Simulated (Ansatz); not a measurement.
The Zn1–Br3 bond of BrHZn (SMILES [ZnH][Br]) is stretched (multiplicity 1, the rest rigid).
Geometry at rest (charge 0, multiplicity 1):
| atom | x (Å) | y (Å) | z (Å) |
|---|---|---|---|
| Zn | 0.0000 | 0.0000 | -1.1743 |
| H | 0.0000 | 0.0000 | -2.6979 |
| Br | 0.0000 | 0.0000 | 1.0836 |

Correlated levels freeze the cores. Filled d and f shells under p-block atoms count as core.

Programs: Ansatz (Gaussian basis) for Hartree–Fock, density functionals and correlated methods. 

FIC-MRCISD+Q on CASSCF(6,4)/def2-TZVPP, total energies (hartree):

```tsv
R (Å)	CASSCF	MRCISD	weight c² of the reference
2.258	-4350.865027	-4351.432714	0.90540
3.951	-4350.752911	-4351.309635	0.90635
7.225	-4350.727209	-4351.281221	0.90788
```

**Question.** Add the Davidson correction (E_MRCISD − E_CASSCF)(1 − c²)/c² and give the energies above the first point at the three levels.

**Answer.** 
Corrections (hartree): -0.059315, -0.057527, -0.056212. Above the first point (kcal/mol):
- R = 3.951 Å: CASSCF 70.4, MRCISD 77.2, with the correction 78.4
- R = 7.225 Å: CASSCF 86.5, MRCISD 95.1, with the correction 97.0

Doubts at one or more of the structures used: active orbitals that take no part (FIC-MRCISD+Q on CASSCF(6,4)/def2-TZVPP).

Ansatz is an electronic-structure program.
